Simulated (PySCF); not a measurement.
From one molecule to another.

First species: C6H10GaNO.
Numbering: `[CH3:1][O:2][GaH2-:3][n+:4]1[cH:5][cH:6][cH:7][cH:8][cH:9]1` (hydrogens: H10, H11, H12 on C1; H13, H14 on Ga3; H15 on C5; H16 on C6; H17 on C7; H18 on C8; H19 on C9)

Geometry (PBE0-D3(BJ)/def2-SVP, Å), atoms numbered from 1 in this order:
```xyz
19
C6H10GaNO angstrom
C      3.5032    0.6361   -0.0203
O      2.1389    0.4218    0.0636
Ga     1.3584   -1.1848   -0.3402
N     -0.5650   -0.4817    0.0782
C     -1.3057    0.0618   -0.8913
C     -2.5433    0.6385   -0.6329
C     -3.0146    0.6468    0.6777
C     -2.2339    0.0797    1.6824
C     -1.0082   -0.4769    1.3381
H      3.9114    0.4950   -1.0451
H      4.0973   -0.0235    0.6496
H      3.7443    1.6766    0.2710
H      1.5396   -2.3000    0.7701
H      1.2477   -1.5009   -1.8885
H     -0.8796    0.0251   -1.8975
H     -3.1224    1.0735   -1.4490
H     -3.9832    1.0932    0.9149
H     -2.5647    0.0672    2.7220
H     -0.3500   -0.9367    2.0800
```

Second species: C6H10GaNO.
Bonds: C1–O2, O2–C3, C3–C4 (aromatic), C4–C5 (aromatic), C5–N6 (aromatic), N6–Ga7, N6–C8 (aromatic), C8–C9 (aromatic), C3–C9 (aromatic). Hydrogens: H10, H11, H12 on C1; H13 on C4; H14 on C5; H15, H16, H17 on Ga7; H18 on C8; H19 on C9.

Levels: B3LYP/def2-SVPD for dipole moment, HOMO energy, LUMO energy, HOMO–LUMO gap, static isotropic polarisability and electronic spatial extent ⟨r²⟩ about the centre of nuclear charge; TDDFT B3LYP/def2-SVPD for lowest singlet excitation; TDA B3LYP/def2-SVPD for lowest triplet excitation (Tamm–Dancoff); ΔSCF B3LYP/def2-SVPD for vertical ionisation energy; PBE0-D3(BJ)/def2-SVP for rotational constant A and rotational constant C. Geometries: PBE0-D3(BJ)/def2-SVP. Each structure is a single optimised conformer of the isolated species, non-relativistic unless stated. Electronic properties by PySCF.

Dipoles, sizes and rotational constants follow the conformer. The torsions of the flexible species, by atom-mapped SMILES:
- `[CH3:1][O:2][GaH2-:3][n+:4]1[cH:5][cH:6][cH:7][cH:8][cH:9]1`: C1–O2–Ga3–N4 180°, O2–Ga3–N4–C5 91°
- `[CH3:1][O:2][c:3]1[cH:4][cH:5][n+:6]([GaH3-:7])[cH:8][cH:9]1`: C1–O2–C3–C4 180°

Values for the first species:

```
Dipole moment                                                     : 6.40 D
HOMO energy                                                       : -6.04 eV
LUMO energy                                                       : -2.25 eV
HOMO–LUMO gap                                                     : 3.79 eV
Lowest singlet excitation                                         : 3.10 eV
Lowest triplet excitation (Tamm–Dancoff)                          : 3.08 eV
Static isotropic polarisability                                   : 112.9 au
Vertical ionisation energy                                        : 8.21 eV
Electronic spatial extent ⟨r²⟩ about the centre of nuclear charge : 1978 bohr²
Rotational constant A                                             : 2.650 GHz
Rotational constant C                                             : 0.604 GHz
```

Estimate the same properties for the second species, and the change in each.

```json
{"property": "dipole moment", "first": "6.40 D", "second": "8.18 D", "second less first": "+1.78 D"}
{"property": "HOMO energy", "first": "-6.04 eV", "second": "-6.80 eV", "second less first": "-0.76 eV"}
{"property": "LUMO energy", "first": "-2.25 eV", "second": "-1.70 eV", "second less first": "+0.55 eV"}
{"property": "HOMO–LUMO gap", "first": "3.79 eV", "second": "5.10 eV", "second less first": "+1.31 eV"}
{"property": "lowest singlet excitation", "first": "3.10 eV", "second": "4.42 eV", "second less first": "+1.32 eV"}
{"property": "lowest triplet excitation (Tamm–Dancoff)", "first": "3.08 eV", "second": "4.01 eV", "second less first": "+0.93 eV"}
{"property": "static isotropic polarisability", "first": "112.9 au", "second": "119.5 au", "second less first": "+6.6 au"}
{"property": "vertical ionisation energy", "first": "8.21 eV", "second": "8.84 eV", "second less first": "+0.63 eV"}
{"property": "electronic spatial extent ⟨r²⟩ about the centre of nuclear charge", "first": "1978 bohr²", "second": "2519 bohr²", "second less first": "+541 bohr²"}
{"property": "rotational constant A", "first": "2.650 GHz", "second": "4.670 GHz", "second less first": "+2.020 GHz"}
{"property": "rotational constant C", "first": "0.604 GHz", "second": "0.407 GHz", "second less first": "-0.197 GHz"}
```

On the first: The polarisability is 16.74 Å³ as a volume (1 au = 0.148185 Å³), or 1.23 au for each of the 92 electrons. The principal polarisabilities are 86.9, 114.8 and 137.2 au; their mean is the isotropic value. Relativistic effects, spin–orbit coupling among them, are left out although an element past zinc is present.

On the second: The principal polarisabilities are 83.8, 115.5 and 159.3 au; their mean is the isotropic value. The ΔSCF ionisation energy exceeds −ε(HOMO) by 2.04 eV with B3LYP. Relativistic effects, spin–orbit coupling among them, are left out although an element past zinc is present.
